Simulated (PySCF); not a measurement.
Compound: C5H7F3N (doublet state).
SMILES with atom numbers: `[NH2:1][CH2:2][C:3]([F:4])([F:5])/[CH:6]=[C:7]\[CH2:8][F:9]` (hydrogens: H10, H11 on N1; H12, H13 on C2; H14 on C6; H15, H16 on C8)

Structure used (GFN2-xTB), in Å, numbered top down from 1:
```
atom  x, y, z in Å
N1    -2.0834    0.6222   -1.4820
C2    -1.0423    0.8592   -0.5196
C3    -0.7957   -0.3412    0.4213
F4    -1.9592   -0.6599    1.0629
F5    -0.4995   -1.4469   -0.3168
C6     0.2917   -0.0729    1.4624
C7     1.5634   -0.2042    1.2663
C8     2.5368   -0.4734    0.2245
F9     2.1401    0.0134   -1.0186
H10   -1.8360   -0.1385   -2.1049
H11   -2.9618    0.3978   -1.0269
H12   -1.3127    1.7184    0.0991
H13   -0.1075    1.0685   -1.0429
H14   -0.1269    0.2091    2.4189
H15    3.4980    0.0112    0.4380
H16    2.6876   -1.5538    0.1069
```

The hyperfine couplings belong to this conformer and change with its torsions.

Computed, not measured: UKS B3LYP, pcH-1 on C F H N, non-relativistic, mean-field spin-orbit, GIAO (PySCF). Geometry: GFN2-xTB, one conformer, isolated molecule. Couplings are sensitive to structure, and on GFN2-xTB geometries they can be far from those on DFT ones. The SCF solution wasn't tested for stability.

**Question.** Match the computed a_iso(13C) values +275.6, +69.6, +50.8, -19.1, -1.1 MHz with the sites C2; C3; C6; C7; C8.

**Answer.** 
```
site  a_iso (MHz)  ρ(0) (bohr⁻³)                 position  distance from C7 (Å)  spin population  largest |T| (MHz)
  C2         -1.1        -0.0009          3 bonds from C7                  3.33             0.00                1.5
  C3        +69.6        +0.0619          2 bonds from C7                  2.51            +0.07               19.0
  C6        -19.1        -0.0170           1 bond from C7                  1.29            -0.15               17.0
  C7       +275.6        +0.2452  largest spin population                  0.00            +0.97              139.1
  C8        +50.8        +0.0452           1 bond from C7                  1.45            -0.02                7.4
```

**Question.** Match the computed a_iso(19F) values +144.8, -1.7 MHz (means over equivalent nuclei) with the sites F4/F5; F9.

**Answer.** 
| site | a_iso (MHz) | ρ(0) (bohr⁻³) | position | distance from C7 (Å) | bound to | spin population there | largest \|T\| (MHz) |
| --- | --- | --- | --- | --- | --- | --- | --- |
| F4/F5 | -1.7 | -0.0004 | 3 bonds from C7 | 3.22 | C3 | +0.07 | 20.0 |
| F9 | +144.8 | +0.0344 | 2 bonds from C7 | 2.37 | C8 | -0.02 | 181.8 |

ρ(0) is the spin density at the nucleus and T the dipolar tensor; entries for several nuclei are means. Largest spin populations (Mulliken): C7 (+0.97), C6 (-0.15) and C3 (+0.07). No atom but C7 exceeds +0.15.

The spin density at the nucleus, in bohr⁻³, is negative for C6 (-0.0170), for instance. A restricted open-shell determinant has no negative spin density anywhere; here it arises because α and β orbitals differ (spin polarisation).

Means are taken over nuclei equivalent by connectivity, which assumes that they swap fast. The 1H value of +42.3 MHz is a mean of couplings from 24.4 to 60.2 MHz in this one geometry, not an average over conformers. The 19F value of -1.7 MHz is a mean of couplings from -6.7 to 3.3 MHz in this one geometry, not an average over conformers.
